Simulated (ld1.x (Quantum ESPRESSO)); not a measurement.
# Logarithmic derivatives: N, ultrasoft

nitrogen (N), ultrasoft, made with ld1.x (Quantum ESPRESSO) 7.5 (LDA (PZ), non-relativistic). Core [He], reference 2s2 2p2.75 (charge +0.25). Waves: 2s (bound): rcut 0.55, rcutus 0.75 bohr; 2s channel at 0.05 Ry: rcut 0.55, rcutus 0.75 bohr; 2p (bound): rcut 1.20, rcutus 1.45 bohr; 2p channel at 0.15 Ry: rcut 1.20, rcutus 1.45 bohr; 3d channel at 0.05 Ry: rcut 0.95, rcutus 1.20 bohr; 3d channel at 1.1 Ry: rcut 0.95, rcutus 1.20 bohr. Local part: all-electron potential smoothed inside 0.80 bohr (lloc = -2). Core correction: none. Augmentation charge: PSQ, radius 0.40 bohr.

The phase is arctan(r·u′/u) with u = r·R(r), unwrapped; energies in Ry, scanned from -4 to 5 Ry. A pole is an energy at which the radial function vanishes at the test radius. The pseudo phase is shifted by a multiple of π to meet the all-electron one at the reference energy, and phase errors are pseudo minus all-electron; the curves can meet again beyond the range given. Levels narrower than the energy grid can be missing from the lists of poles.

| channel | radius (bohr) | reference energy (Ry) | poles, all-electron | poles, pseudo | unbroken range about the reference energy with phases within 0.05 rad | phase error 1 Ry above the reference energy (rad) |
| --- | --- | --- | --- | --- | --- | --- |
| s | 1.60 | -1.58 | 0.38 | 0.38 | the whole range | -0.000 |
| p | 1.60 | -0.76 | 0.87 | 0.87 | the whole range | -0.000 |
| d | 1.60 | 0.05 | none | none | the whole range | +0.000 |

Phases in the s channel:

```tsv
E (Ry)	all-electron	pseudo
-4.00	1.083	1.082
-3.52	0.987	0.987
-3.04	0.821	0.821
-2.56	0.491	0.491
-2.08	-0.159	-0.159
-1.60	-0.844	-0.844
-1.12	-1.205	-1.205
-0.64	-1.386	-1.386
-0.16	-1.492	-1.492
0.32	-1.563	-1.563
0.80	-1.617	-1.617
1.28	-1.661	-1.661
1.76	-1.699	-1.699
2.24	-1.736	-1.736
2.72	-1.773	-1.773
3.20	-1.812	-1.812
3.68	-1.856	-1.857
4.16	-1.909	-1.910
4.64	-1.974	-1.978
```
